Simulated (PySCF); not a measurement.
Stationary points of LaSBr

Method: PBE0 in PySCF with La def2-TZVP with ECP46, S def2-TZVP, Br def2-TZVP; scalar-relativistic core potentials, no spin–orbit coupling; density-fitted integrals.

Relaxations began from a few typed shapes. The search is not exhaustive: other isomers or separated fragments can lie lower, and high-lying points may rest on an excited occupation.

**Question.** Which is the lowest minimum found?
A. singlet Cs: La–Br 2.783 Å, La–S 2.414 Å; Br–La–S 112.2°
B. singlet Cs: La–Br 2.784 Å, La–S 2.414 Å; Br–La–S 112.5°
C. singlet C∞v: La–Br 2.921 Å, La–S 2.445 Å; Br–La–S 180.0°

**Answer.** A. The others lie at 0.2 (singlet Cs), 54.4 (singlet C∞v, a saddle point) kJ/mol above it.

Formally La is in oxidation state +3, with 0 electrons left for the f, d and s shells; the Mulliken f population is 0.09.
